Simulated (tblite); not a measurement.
HNaO, charge +1, doublet, at a GFN2-xTB geometry (such geometries of metal compounds can be far from the true shape) (a state made from the parent by changing its charge; the spin is typed, not shown lowest); GFN1-xTB (tblite 0.6.0).

tblite was given this input:
```
$ tblite run mol.xyz --method gfn1 --charge 1 --spin 1 --efield 0,0,0.1 --json tblite.json --no-restart

# file mol.xyz
3

Na    -0.00000000    -0.00000000    -0.98015460
O      0.00000000     0.00000000     1.08981044
H      0.00000000     0.00000000     2.06321711
```

What the program printed (banner, timings and long lists left out):

```
xTB calculator
 | screened Coulomb repulsion
 | Coulomb electrostatics
 |  * isotropic Klopman-Ohno-Mataga-Nishimoto electrostatics
 |  * onsite third-order electrostatics
 | DFT-D3(BJ) dispersion correction
 | Interactions (1)
 | [1] electric field

halogen bonding energy    0.0000000000000E+00 Eh
repulsion energy          1.7889154736330E-02 Eh
dispersion energy        -2.4544521081787E-04 Eh
interaction energy        0.0000000000000E+00 Eh
number of electrons       7.0000000000000E+00 e
integral cutoff           4.0000000000000E+01 bohr

------------------------------------------------------------
  cycle        total energy    energy error   density error
------------------------------------------------------------
      1     -4.937023458804  -4.9546672E+00   3.0593469E-01
      2     -4.963085426193  -2.6061967E-02   1.6003413E-01
      3     -4.973358550434  -1.0273124E-02   6.1931705E-02
      4     -4.973533905730  -1.7535530E-04   2.5238715E-02
      5     -4.973571141683  -3.7235954E-05   1.1445383E-02
      6     -4.973597750785  -2.6609102E-05   5.1491522E-04
      7     -4.973597794736  -4.3950195E-08   8.0331721E-05
      8     -4.973597796038  -1.3024515E-09   1.9224134E-05
------------------------------------------------------------

electronic energy        -4.9912415055636E+00 Eh
total energy             -4.9735977960381E+00 Eh

Post processing:
 | Mayer-Wiberg bond orders

[Info] JSON dump of results written to 'tblite.json'
```
